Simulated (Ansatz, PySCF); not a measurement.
Reaction R1 → P1, each structure at its B3LYP-D3(BJ)/def2-TZVP stationary point, reached from a drawn start; harmonic modes at that level show minima.
R1, CHN (SMILES C#N) (charge 0, multiplicity 1):
```
atom    x (Å)    y (Å)   z (Å)
----  -------  -------  ------
C     -0.0265  -0.0004  0.0000
N      1.1196   0.0168  0.0000
H     -1.0931  -0.0164  0.0000
```
P1, CHN (SMILES [C-]#[NH+]) (charge 0, multiplicity 1):
```xyz
3

C      1.09254     0.18752     0.00000
N     -0.05473    -0.00937     0.00000
H     -1.03781    -0.17815     0.00000
```

P less R. No zero-point or thermal terms.

Correlated levels freeze the cores.

Programs: Ansatz (an electronic-structure program) with Gaussian orbitals; PySCF for the D3/D4 terms. All values are computed, each at the level named.

### Question
Predict the reaction energy from CAM-B3LYP-D4/def2-TZVPP.

### Answer
13.1 kcal/mol

### Question
Estimate the reaction energy that B2PLYP/def2-TZVPP returns for this input.

### Answer
15.3 kcal/mol

### Question
What is the computed reaction energy (CCSD(T)/cc-pVQZ)?

### Answer
14.8 kcal/mol
